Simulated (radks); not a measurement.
The nuclear charge of the phosphorus ion P+ is varied continuously with 14 electrons held in [Ne] 3s2 3p2. Calculated with a radial shooting solver on a logarithmic mesh with Libxc functionals: scalar-relativistic Kohn-Sham, BLYP, spin-polarised, spherical densities, finite nucleus; open shells are filled with parallel spins first; Fermi nuclear charge, rms radius 3.1889 fm. By the Hellmann-Feynman theorem dE/dZ = E(electron-nucleus)/Z, the electronic potential at the nucleus (averaged over a nucleus of fixed radius). The scalar-relativistic energy here is not variational (the density holds large components alone), so the two differ by a part that grows with Z.

| Z | E (hartree) | E(electron-nucleus)/Z (hartree) | HOMO | e(HOMO) (eV) | <r> HOMO (bohr) |
|---|---|---|---|---|---|
| 14.5 | -315.32203 | -51.7248 | 3p | -9.053 | 2.380 |
| 15 | -341.75804 | -53.9945 | 3p | -14.732 | 2.116 |
| 15.5 | -369.32895 | -56.2615 | 3p | -21.307 | 1.914 |
| 16 | -398.03385 | -58.5270 | 3p | -28.741 | 1.753 |

The central difference of E at Z = 15 is -54.007 hartree, to compare with the third column; the second derivative is -4.54 hartree.
